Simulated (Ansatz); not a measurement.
Start from `C[N](C)[AlH2]` and change one atom or group to get `C[N](C)[AlH][F]`.

Ansatz, PBE0-D4/def2-TZVP geometries, multiplicity 1. Each molecule was computed in one conformer, which needn't be the lowest.

| property | `C[N](C)[AlH2]` |
| --- | --- |
| LUMO energy (PBE0/def2-TZVPP) / eV | -0.76 |
| ideal-gas entropy at 298 K and 1 bar (rigid rotor, harmonic PBE0-D4/def2-TZVP) / J/(mol·K) | 313 |
| HOMO–LUMO gap (ωB97M-V/def2-TZVPP) / eV | 9.57 |
| HOMO energy (B3LYP/def2-TZVPP) / eV | -6.28 |
| LUMO energy (B3LYP/def2-TZVPP) / eV | -0.96 |
| HOMO energy (PBE0/def2-TZVPP) / eV | -6.47 |

Question: What does the change do to each property? (Best estimate.)

Answer: The calculation gave: 
```tsv
property	`C[N](C)[AlH][F]`	shift
LUMO energy (PBE0/def2-TZVPP) / eV	-0.29	0.47
ideal-gas entropy at 298 K and 1 bar (rigid rotor, harmonic PBE0-D4/def2-TZVP) / J/(mol·K)	344	31
HOMO–LUMO gap (ωB97M-V/def2-TZVPP) / eV	10.14	0.57
HOMO energy (B3LYP/def2-TZVPP) / eV	-6.41	-0.13
LUMO energy (B3LYP/def2-TZVPP) / eV	-0.52	0.44
HOMO energy (PBE0/def2-TZVPP) / eV	-6.61	-0.14
```

With PBE0 the HOMO falls by 0.14 eV and the LUMO rises by 0.47 eV, so the gap widens by about 0.61 eV. PBE moves the HOMO by -0.07 eV and ωB97M-V by -0.14 eV.

B3LYP here is the variant with VWN-RPA as its local correlation; programs differ in this.
